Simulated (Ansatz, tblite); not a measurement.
Removing and adding an electron: (NaI)2 ring (Na₂I₂). Total charge 0; singlet. Geometry: PBE0-D4/def2-SVP. Ansatz, gas phase; energy differences of separate SCF runs; the oxidised species was run as a doublet alone; the reduced species was run as a doublet alone.

```xyz
4

Na    1.251   -1.157    0.286
I     0.882    1.374    1.697
Na   -1.251    1.157   -0.286
I    -0.882   -1.373   -1.697
```

In the def2 sets I takes a core potential; there is no spin–orbit coupling. The xTB rows come from tblite. HOMO above LUMO, or a gap near zero within one spin, warns that the state may not be the lowest or that an electron is smeared out.

Q: Estimate orbital energies and vertical ionisation energies and electron affinities at: GFN1-xTB; GFN2-xTB; PBE-D4/def2-TZVP; PBE-D4/def2-TZVPD; r2SCAN-D4/def2-TZVP; r2SCAN-D4/def2-TZVPD; PBE0-D4/def2-TZVP; PBE0-D4/def2-TZVPD.

A: 
```
               level  −HOMO (eV)  vertical IE (eV)  −LUMO (eV)  vertical EA (eV)  HOMO–LUMO gap (eV)  IE − EA (eV)                                     remarks
            GFN1-xTB        8.87             11.80        4.29              2.44                4.59          9.36                                           –
            GFN2-xTB       10.17             12.86        7.12              4.00                3.05          8.86                                           –
    PBE-D4/def2-TZVP        5.57              8.02        1.78                 –                3.79             –  gap within one spin near zero (+1 doublet)
   PBE-D4/def2-TZVPD        5.58                 –        1.79              0.59                3.79             –                HOMO above zero (-1 doublet)
 r2SCAN-D4/def2-TZVP        5.82              8.20        1.15                 –                4.67             –  gap within one spin near zero (+1 doublet)
r2SCAN-D4/def2-TZVPD        5.83                 –        1.16              0.45                4.67             –                HOMO above zero (-1 doublet)
   PBE0-D4/def2-TZVP        6.64              8.37        1.22                 –                5.42             –                                           –
  PBE0-D4/def2-TZVPD        6.65                 –        1.23              0.47                5.42             –                HOMO above zero (-1 doublet)
```

   A HOMO above zero means that the electron is unbound at that level or that self-interaction error raises the level; the energy of removing that electron tells which. Raw xTB energy differences between charge states are shifted by several eV; the methods need an empirical correction for them.
